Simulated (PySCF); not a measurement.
# Exercise with solution: oscillator strength and radiative lifetime

Al(F)(Cl)(vinyl) (C₂H₃AlClF), SMILES C=[CH][Al]([F])[Cl].

The structure is a stationary point at PBE0-D3(BJ)/def2-SVP. One conformer was computed; it need not be the lowest.

TDDFT-LC-ωPBE/def2-SVPD run with PySCF puts the first singlet state with f over 0.02 at 6.84 eV (vertical), with the transition dipole (0.769, 1.083, 0.000) in atomic units.

Q: Find the oscillator strength, the wavelength and the radiative lifetime that this transition would have in vacuum if emission retraced absorption.

A: 
|μ|² = 1.7642 au, so |μ| = 3.38 D. ΔE = 6.84/27.211 = 0.2514 hartree. f = (2/3) ΔE |μ|² = 0.296 (the program prints 0.296).
λ = 1239.84/6.84 = 181 nm; ν = 55168 cm⁻¹.
Einstein's coefficient A = 0.6670 ν² f s⁻¹ (ν in cm⁻¹) = 6.0e8 s⁻¹, so τ = 1/A = 1.7 ns. This state is S2; the lower singlet has f = 0.005. The figure is the radiative limit of this one transition; relaxation, internal conversion, crossing to triplets and a medium change what is measured.
